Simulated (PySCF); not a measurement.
Compound: C₅H₉O₂Si (doublet state).
Cartesian coordinates in Å at the GFN2-xTB level; atoms count from 1:
```xyz
17
C5H9O2Si angstrom
C      2.259    0.141   -0.743
C      1.331    0.540    0.105
C     -0.134    0.203   -0.003
C     -0.973    1.479    0.053
C     -0.519   -0.774    1.151
O     -0.689   -2.052    0.625
Si    -0.822   -2.037   -1.017
O     -0.408   -0.460   -1.210
H      2.009   -0.453   -1.606
H      3.295    0.400   -0.612
H      1.577    1.141    0.970
H     -2.027    1.232   -0.053
H     -0.687    2.135   -0.765
H     -0.817    1.994    0.998
H      0.265   -0.811    1.913
H     -1.457   -0.454    1.619
H     -2.209   -2.212   -1.434
```

The hyperfine couplings belong to this conformer and change with its torsions.

The species is `C=C[C@]1(C)CO[SiH]O1` [radical].

Method: UKS B3LYP, pcH-1 on C H O Si, non-relativistic, mean-field spin-orbit, GIAO in PySCF. Isolated species at its GFN2-xTB geometry (one conformer only). Couplings are sensitive to structure, and on GFN2-xTB geometries they can be far from those on DFT ones, by a factor of two or more for some ions and for spin on atoms past the first row. The SCF solution wasn't tested for stability.

Mulliken spin populations: C1 0.000, C2 +0.002, C3 -0.001, C4 +0.006, C5 +0.006, O6 +0.042, Si7 +0.744, O8 +0.054, H9 -0.001, H10 0.000, H11 0.000, H12 -0.001, H13 0.000, H14 +0.002, H15 -0.001, H16 +0.004, H17 +0.145.

Task: Give the computed dipolar 1H tensors of H9, H10, H11, H12, H13, H14, H15, H16.

Result: 
```csv
atom,position,distance from Si7 (Å),T1 (MHz),T2,T3
H9,5 bonds from Si7,3.30,-2.16,-1.79,3.96
H10,5 bonds from Si7,4.80,-0.72,-0.64,1.36
H11,4 bonds from Si7,4.45,-0.76,-0.69,1.45
H12,4 bonds from Si7,3.62,-1.34,-0.78,2.11
H13,4 bonds from Si7,4.18,-1.12,-0.81,1.92
H14,4 bonds from Si7,4.51,-0.91,-0.46,1.37
H15,3 bonds from Si7,3.36,-1.78,-1.58,3.36
H16,3 bonds from Si7,3.14,-1.67,-1.05,2.72
```

Task: Estimate them with point dipoles: put each population ρk at its nucleus, leave out the nucleus itself and the atom bound to it, and sum T = Σ [ρk/(2S)]·C·(3 n nᵀ − 1)/r³ with C = μ0 gₑ μB g_N μN/(4π h) = 79.06 MHz Å³.

Result: 
```csv
atom,T1 (MHz),T2,T3,"T3, computed",difference in T3 (%)
H9,-2.06,-1.93,3.99,3.96,+1
H10,-0.68,-0.66,1.34,1.36,-1
H11,-0.89,-0.86,1.74,1.45,+20
H12,-1.67,-1.60,3.27,2.11,+55
H13,-1.18,-1.09,2.27,1.92,+18
H14,-0.90,-0.83,1.74,1.37,+27
H15,-2.10,-2.03,4.13,3.36,+23
H16,-2.57,-2.32,4.88,2.72,+79
```

Time: 1.8 min of wall time (grids of density and orbitals included); peak memory 0.95 GiB. Hardware: one thread of an Arm Neoverse V1, shared host with 32 logical CPUs at a one-minute load of 68.
